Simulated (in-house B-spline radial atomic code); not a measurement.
Results of a calculation; reference values are marked as such.
Correlation energy from the adiabatic connection: ω²r²/2 − Z/r, ω = 1.94, Z = 1

Two electrons in a singlet, external potential ω²r²/2 − Z/r, ω = 1.94, Z = 1 (atomic units). Full CI in B-splines (partial waves to l = 8, correlation up to 0.6 % small) with the density held fixed gives W(λ) = <V_ee>_λ − U, and E_c is the integral of W(λ) − W(0) from 0 to 1.

```tsv
λ	W(λ) − W(0) (hartree)
0	0.00000
0.02	-0.00188
0.05	-0.00467
0.12	-0.01106
0.25	-0.02250
0.4	-0.03505
0.6	-0.05076
0.8	-0.06541
1	-0.07910
```

Task: Integrate the table by the trapezoid rule.

Result: The strips give -0.00002, -0.00010, -0.00055, -0.00218, -0.00432, -0.00858, -0.01162, -0.01445, which sum to -0.04181 hartree. The direct value, W(1) − W(0) + T_c with T_c = 0.03722, is -0.04188; the curve is convex, so chords lie above it and the trapezoids fall short in size by 0.16 %.

Task: Now use only three numbers: W(0) = -1.2459, the initial slope W'(0) = -0.09424 (extrapolated from the first points) and the strong-coupling limit of the point-charge-plus-continuum model, W∞ = -1.7201. What do second-order theory and the interpolation W(λ) = W∞ + (W(0) − W∞)/√(1 + 2χλ) of Seidl, Perdew and Levy give?

Result: Second order keeps the slope alone: E_c = W'(0)/2 = -0.04712, +13 % in size against -0.04188. Matching the slope fixes χ = W'(0)/(W∞ − W(0)) = -0.09424/(-0.47420) = 0.19873. Integrating, with s = √(1 + 2χ) = 1.182146, E_c = −(W(0) − W∞)(s − 1)/(s + 1) = −0.47420 × 0.182146/2.182146 = -0.03958 hartree, -5.5 % in size against the full result. At λ = 1 the formula gives W − W(0) = -0.07307 against -0.07910. Part of the miss can come from the model's W∞.
